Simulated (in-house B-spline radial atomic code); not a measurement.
Checks on a self-consistent run for Rh III (Rh2+), [Ar] 3d10 4s2 (4p1/2)1 (4p3/2)4 (4d3/2)3 (4d5/2)5. Method: Dirac-Hartree-Fock, average of the jj configuration, Fermi nucleus of rms radius 4.4945 fm. Calculated with a B-spline radial code for spherical atoms.

| orbital | q | ε (Eh) | <1/r> | <r²> | small-component weight |
| --- | --- | --- | --- | --- | --- |
| 1s1/2 | 2 | -859.39511 | 47.0553 | 0.0014373 | 0.027085 |
| 2s1/2 | 2 | -128.35565 | 10.8151 | 0.0236024 | 0.0056511 |
| 2p1/2 | 2 | -118.50849 | 10.756 | 0.0178052 | 0.0056261 |
| 2p3/2 | 4 | -113.18215 | 10.1694 | 0.0191292 | 0.0054205 |
| 3s1/2 | 2 | -24.97288 | 3.76416 | 0.172336 | 0.0015683 |
| 3p1/2 | 2 | -21.05097 | 3.65325 | 0.169649 | 0.0015021 |
| 3p3/2 | 4 | -20.12738 | 3.52049 | 0.178045 | 0.0014543 |
| 3d3/2 | 4 | -13.27111 | 3.33337 | 0.160773 | 0.0013273 |
| 3d5/2 | 6 | -13.09977 | 3.29719 | 0.163676 | 0.0013114 |
| 4s1/2 | 2 | -4.51360 | 1.3887 | 1.09099 | 0.00036138 |
| 4p1/2 | 1 | -3.32284 | 1.27931 | 1.27044 | 0.00031746 |
| 4p3/2 | 4 | -3.14281 | 1.23469 | 1.34249 | 0.00030115 |
| 4d3/2 | 3 | -1.18125 | 0.929938 | 2.4123 | 0.00018243 |
| 4d5/2 | 5 | -1.22625 | 0.936351 | 2.359 | 0.0001858 |

Electron-electron repulsion V_ee = 1775.7413 hartree.

Problem. What total energy follows from the eigenvalues?

Solution. The eigenvalues count the repulsion twice, so E = Σqε - V_ee = -3004.084 - 1775.741 = -4779.825 hartree; the run printed -4779.825.

Problem. Does the Dirac virial theorem hold?

Solution. For a point nucleus E = -2c²Σq·w, with w the small-component weight. Here Σq·w = 0.12726 and c = 137.0360, so the ratio E/(-2c²Σq·w) is 1.000033; the finite nucleus accounts for the departure from 1.

Problem. What diamagnetic shielding (Lamb formula) and susceptibility (Langevin formula) do the radii give?

Solution. σ = (α²/3)Σq<1/r> = 256.431/(3·137.036²) = 4551.8 ppm, and χ = -0.79199×10⁻⁶·Σq<r²> = -24.58×10⁻⁶ cm³/mol with Σq<r²> = 31.038 bohr². Both are non-relativistic formulas without the paramagnetism of open shells.
